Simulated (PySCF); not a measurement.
# From a computed spectrum to the compound

A species of 19 atoms with charge 3 has these harmonic modes (PBE0, small Gaussian bases with core potentials, PySCF 2.14.0):

```json
{"cm⁻¹": "58", "km/mol": "0.1", "symmetry": "tu"}
{"cm⁻¹": "58", "km/mol": "0.1", "symmetry": "tu"}
{"cm⁻¹": "58", "km/mol": "0.1", "symmetry": "tu"}
{"cm⁻¹": "73", "km/mol": "6.7", "symmetry": "tu"}
{"cm⁻¹": "73", "km/mol": "6.7", "symmetry": "tu"}
{"cm⁻¹": "73", "km/mol": "6.7", "symmetry": "tu"}
{"cm⁻¹": "98", "km/mol": "0.0", "symmetry": "tg"}
{"cm⁻¹": "98", "km/mol": "0.0", "symmetry": "tg"}
{"cm⁻¹": "98", "km/mol": "0.0", "symmetry": "tg"}
{"cm⁻¹": "173", "km/mol": "0.0", "symmetry": "eu"}
{"cm⁻¹": "173", "km/mol": "0.0", "symmetry": "eu"}
{"cm⁻¹": "252", "km/mol": "0.0", "symmetry": "tg"}
{"cm⁻¹": "252", "km/mol": "0.0", "symmetry": "tg"}
{"cm⁻¹": "252", "km/mol": "0.0", "symmetry": "tg"}
{"cm⁻¹": "331", "km/mol": "0.0", "symmetry": "eg"}
{"cm⁻¹": "331", "km/mol": "0.0", "symmetry": "eg"}
{"cm⁻¹": "336", "km/mol": "4.7", "symmetry": "tu"}
{"cm⁻¹": "336", "km/mol": "4.7", "symmetry": "tu"}
{"cm⁻¹": "336", "km/mol": "4.7", "symmetry": "tu"}
{"cm⁻¹": "353", "km/mol": "0.0", "symmetry": "au"}
{"cm⁻¹": "360", "km/mol": "0.0", "symmetry": "ag"}
{"cm⁻¹": "531", "km/mol": "0.0", "symmetry": "tg"}
{"cm⁻¹": "531", "km/mol": "0.0", "symmetry": "tg"}
{"cm⁻¹": "531", "km/mol": "0.0", "symmetry": "tg"}
{"cm⁻¹": "552", "km/mol": "2.9", "symmetry": "tu"}
{"cm⁻¹": "552", "km/mol": "2.9", "symmetry": "tu"}
{"cm⁻¹": "552", "km/mol": "2.9", "symmetry": "tu"}
{"cm⁻¹": "618", "km/mol": "838.8", "symmetry": "tu"}
{"cm⁻¹": "618", "km/mol": "838.8", "symmetry": "tu"}
{"cm⁻¹": "618", "km/mol": "838.8", "symmetry": "tu"}
{"cm⁻¹": "625", "km/mol": "0.0", "symmetry": "tg"}
{"cm⁻¹": "625", "km/mol": "0.0", "symmetry": "tg"}
{"cm⁻¹": "625", "km/mol": "0.0", "symmetry": "tg"}
{"cm⁻¹": "1666", "km/mol": "259.8", "symmetry": "tu"}
{"cm⁻¹": "1666", "km/mol": "259.8", "symmetry": "tu"}
{"cm⁻¹": "1666", "km/mol": "259.8", "symmetry": "tu"}
{"cm⁻¹": "1667", "km/mol": "0.0", "symmetry": "eg"}
{"cm⁻¹": "1667", "km/mol": "0.0", "symmetry": "eg"}
{"cm⁻¹": "1672", "km/mol": "0.0", "symmetry": "ag"}
{"cm⁻¹": "3709", "km/mol": "0.0", "symmetry": "eg"}
{"cm⁻¹": "3709", "km/mol": "0.0", "symmetry": "eg"}
{"cm⁻¹": "3711", "km/mol": "648.4", "symmetry": "tu"}
{"cm⁻¹": "3711", "km/mol": "648.4", "symmetry": "tu"}
{"cm⁻¹": "3711", "km/mol": "648.4", "symmetry": "tu"}
{"cm⁻¹": "3729", "km/mol": "0.0", "symmetry": "ag"}
{"cm⁻¹": "3764", "km/mol": "0.0", "symmetry": "tg"}
{"cm⁻¹": "3764", "km/mol": "0.0", "symmetry": "tg"}
{"cm⁻¹": "3764", "km/mol": "0.0", "symmetry": "tg"}
{"cm⁻¹": "3765", "km/mol": "627.2", "symmetry": "tu"}
{"cm⁻¹": "3765", "km/mol": "627.2", "symmetry": "tu"}
{"cm⁻¹": "3765", "km/mol": "627.2", "symmetry": "tu"}
```

**Question.** Which species is it, and in which structure?

**Answer.** [Dy(H2O)6]3+ (singlet in the valence; each metal's 4f electrons, 9 of them, lie in its core potential, out of spins and levels):
```xyz
19

Dy    0.0000    0.0000    0.0000
O    -0.0015    0.0013    2.3502
H     0.7684   -0.0004    2.9519
H    -0.7720    0.0038    2.9509
O     0.0015   -0.0013   -2.3502
H     0.7720   -0.0038   -2.9509
H    -0.7684    0.0004   -2.9519
O     2.3501   -0.0064    0.0015
H     2.9493   -0.7782    0.0023
H     2.9535    0.7622    0.0014
O     0.0064    2.3501   -0.0013
H     0.0075    2.9518    0.7685
H     0.0085    2.9510   -0.7719
O    -2.3501    0.0064   -0.0015
H    -2.9493    0.7782   -0.0023
H    -2.9535   -0.7622   -0.0014
O    -0.0064   -2.3501    0.0013
H    -0.0085   -2.9510    0.7719
H    -0.0075   -2.9518   -0.7685
```
Ideal gas at 298.15 K and 1 bar: S = 550.6 J/(mol K), Cp = 246.6 J/(mol K), H − H(0 K) = 47.7 kJ/mol (rigid rotor, harmonic modes, spin degeneracy alone, that of the 4f electrons in the core included; the modes under 60 cm⁻¹ make these uncertain). An lcecp potential fixes the number of 4f electrons, so in runs with it no electron can move into or out of that shell.
 The answer isn't unique; the calculation gave this one.
